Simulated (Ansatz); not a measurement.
Relaxation of C2H3BO (7 atoms, charge 0, multiplicity 1), to a largest force component of 0.02 eV/Å in at most 40 steps.

Theory: Ansatz, UHF/def2-SVP.

```xyz
7
Properties=species:S:1:pos:R:3:forces:R:3
B -0.754 1.028 -0.765 0.59 -0.63 0.64
C 0.064 0.432 0.190 0.32 0.27 0.52
C 0.439 -0.966 0.353 0.74 -1.05 0.74
O 1.161 -1.396 1.220 -1.14 0.73 -1.36
H -1.431 1.499 -1.559 -0.57 0.49 -0.65
H 0.521 1.045 0.963 -0.11 0.36 -0.07
H 0.000 -1.642 -0.403 0.17 -0.17 0.19
```

Q: Where does it end, and by what steps?

A: The run converged. After 5 steps the energy has fallen by 0.062 eV; H6 moved furthest, 0.06 Å.

```json
{"step": "0", "energy less start (eV)": "0.0000", "largest force component (eV/Å)": "1.360", "accepted": "yes"}
{"step": "1", "energy less start (eV)": "-0.0570", "largest force component (eV/Å)": "0.208", "accepted": "yes"}
{"step": "2", "energy less start (eV)": "-0.0607", "largest force component (eV/Å)": "0.117", "accepted": "yes"}
{"step": "3", "energy less start (eV)": "-0.0600", "largest force component (eV/Å)": "0.345", "accepted": "no"}
{"step": "4", "energy less start (eV)": "-0.0614", "largest force component (eV/Å)": "0.045", "accepted": "yes"}
{"step": "5", "energy less start (eV)": "-0.0619", "largest force component (eV/Å)": "0.017", "accepted": "yes"}
```

```xyz
7
Properties=species:S:1:pos:R:3
B -0.743 1.005 -0.754
C 0.080 0.440 0.216
C 0.439 -0.979 0.350
O 1.147 -1.416 1.196
H -1.436 1.502 -1.566
H 0.511 1.103 0.963
H 0.002 -1.655 -0.405
```

Whether the end is a true minimum wasn't checked by a vibrational analysis.

Time of the run: 7.1 s on 1 thread of Intel(R) Xeon(R) 6975P-C (Granite Rapids) (shared host), peak memory 0.16 GiB.
